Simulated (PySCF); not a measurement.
Input file for PySCF: R-HF/STO-3G on H3InO (SMILES [OH][InH2]), a point of a torsion scan.

```python
from pyscf import gto, scf, dft, mp
from pyscf.data.elements import chemcore

mol = gto.M(
    atom='''
    O     1.31489228   -0.36172044   -0.30392860
    In   -0.60703195   -0.19218451   -0.27335369
    H     1.92832727    0.11038495    0.25472618
    H    -1.47804939   -0.55126997    1.14578105
    H    -1.31202680    0.10863150   -1.78128236
    ''',
    basis='sto-3g',
    charge=0, spin=0, verbose=3, max_memory=1800)
mf = scf.RHF(mol)
mf.conv_tol = 1e-8
mf.max_cycle = 100
mf.kernel()
if not mf.converged:
    mf = mf.newton().run(mf.mo_coeff, mf.mo_occ)
```

Program output:

```
converged SCF energy = -5758.4386985401
```

The run converged.

Cost: about 0.24 core-seconds (a rough figure).
